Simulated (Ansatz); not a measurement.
A nudged elastic band was laid between two geometries of H2O + H4OSn (9 atoms, charge 0, multiplicity 1).

All numbers below come from RHF/def2-SVP in Ansatz.

```
movable images  : 5
climbing image  : yes
spring          : 5.0 eV/Å²
optimiser       : quadratic models (default)
start path      : through a guess of the saddle point
force threshold : 0.03 eV/Å
iteration limit : 60
end points      : relaxed
```

First end point:

```xyz
9
Properties=species:S:1:pos:R:3
Sn -0.075 -0.404 -0.062
H -0.301 -1.027 1.501
H 1.543 -0.324 -0.577
O -0.817 1.444 -0.145
H -1.627 1.571 -0.612
H -1.018 -1.283 -1.197
O 1.073 1.839 1.762
H 1.817 2.326 1.442
H 0.327 2.153 1.261
```

Last end point:

```xyz
9
Properties=species:S:1:pos:R:3
Sn 0.412 0.212 -0.871
H -0.567 0.836 3.964
H 1.696 0.335 -1.974
O -0.872 1.579 -1.444
H -1.655 1.712 -0.933
H -0.334 -1.302 -0.698
O 0.998 0.685 0.943
H 1.458 1.500 1.073
H -0.214 0.737 3.312
```

(1) Which bonds break or form, and what moves?

(2) Give the energies along the band, and the barrier.

(3) What is the geometry of the highest image?

The band took 29 iterations and about 4 core-minutes.

Results:

(1) Bonds broken: Sn1–H2, O7–H9. Bonds formed: Sn1–O7, H2–H9. H2O + H4OSn becomes H2 + H4O2Sn.

(2) It converged. The highest image is number 2 of 0 to 6, 221.9 kJ/mol above the first end and 176.6 kJ/mol above the last; the last end lies 45.3 kJ/mol above the first. Neighbouring images differ by up to 2.2 eV, so the band resolves the path poorly. A vibrational analysis at the climbing image gives one clearly imaginary mode, 1818i cm⁻¹: a first-order saddle point. The orbitals stay closed-shell, which can raise the energy where a bond breaks towards radicals; this wasn't checked here.

```csv
image,path coordinate (Å),energy (kJ/mol),Sn1–H2 (Å),O7–H9 (Å),Sn1–O7 (Å)
0,0.00,0.0,1.70,0.95,3.11
1,2.20,14.0,1.70,0.94,2.89
2,4.41,221.9,2.15,1.18,2.13
3,6.03,50.2,3.36,2.44,1.97
4,7.65,45.8,4.52,2.63,1.96
5,9.27,45.4,4.83,2.63,1.96
6,10.89,45.3,4.97,2.66,1.96
```

(3) 
```xyz
9
Properties=species:S:1:pos:R:3
Sn 0.018 0.131 -0.105
H 0.937 -0.546 1.716
H 1.400 -0.371 -0.938
O -0.593 1.580 -1.303
H -1.373 2.062 -1.076
H -1.333 -0.848 0.188
O 0.305 1.486 1.515
H 0.769 2.314 1.471
H 0.792 0.485 1.905
```

Run time: 2.3 min on 2 threads of Arm Neoverse V2 (shared host), peak memory 0.16 GiB.
